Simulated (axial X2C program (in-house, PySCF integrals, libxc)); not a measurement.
**TaBr⁺: from the spin-free to the two-component result**

Computed with an axial X2C code built on PySCF integrals. Spin-free means the one-electron spin-free X2C Hamiltonian; two-component (2c) means X2C with spin–orbit coupling and atomic mean-field two-electron Coulomb and Gaunt terms, so the difference of the two also holds small scalar two-electron terms. Basis: Ta dyall-v3z [13s14p9d7f2g], Br dyall-v3z [8s9p6d1f] (cores contracted in-house); Gaussian nuclei, density fitting, unrestricted open shells. Masses: Ta 180.948 u, Br 78.918 u.

Spin-free state: M_S = 3/2, Λ = 0 (beyond evenly filled blocks: σα, δ+α, δ-α); fragments Ta+ + Br.

```tsv
level	Re (Å)	ωe (cm⁻¹)	De (eV)	μ (D)
PBE0	2.295	325.8	4.225	-3.55
HF	2.351	306.9	2.274	-5.74
MP2	2.275	341.0	4.057	n/a
BP86	2.305	316.6	4.604	-2.78
PBE50	2.291	330.1	3.900	-4.27
```

Correlated methods: 33 electrons correlated (number of frozen shells: Ta 4 s, 3 p, 2 d; Br 3 s, 2 p, 1 d), 285 virtual spin orbitals or spinors in MP2.

Dipoles are positive if Br is the positive end and refer to the centre of mass.

Two-component determinant lowest at the distance of the search:

Ω = 3/2 (⟨Sz⟩ = 1.47, ⟨Lz⟩ = 0.03 at HF); fragments Ta+ + Br.

| level | Re (Å) | ωe (cm⁻¹) | μ (D) |
| --- | --- | --- | --- |
| PBE0 | 2.296 | 324.5 | -3.55 |
| HF | 2.353 | 304.9 | -5.75 |
| MP2 | 2.278 | 338.2 | n/a |
| BP86 | 2.306 | 315.3 | -2.77 |
| PBE50 | 2.293 | 328.5 | -4.28 |

From the two tables, how do the constants change at the MP2 level (2c against spin-free)?

At the MP2 level Re goes up by 0.003 Å and ωe goes down by 2.8 cm⁻¹.

One determinant describes the state; a PBE0 search over occupations chose it and may have missed a lower one. Dissociation energies refer to the lowest single-determinant-based atoms at the same level and basis. De is not given where an atomic determinant may have missed its ground term or J level, or where the truncated virtual space spoils (T). Density functionals use the spin component along the axis (collinear). Other states lie close and PBE0, whose exact exchange favours high spin, may order them wrongly; the determinant shown need not be the ground state. The nearest other spin-free determinant of the search, M_S = 3/2, Λ = 3, lies 0.48 eV up at the distance of the search. The functionals have no current-density term, which raises determinants with orbital currents, atoms included. With several unpaired electrons one determinant need not be a pure state. At some level and bond length an empty orbital lies below a filled one. This is the top spin component of a Σ state; components of lower Ω are not single determinants and can lie lower. Under one Hamiltonian the search converged a single determinant, so lower ones may well exist.
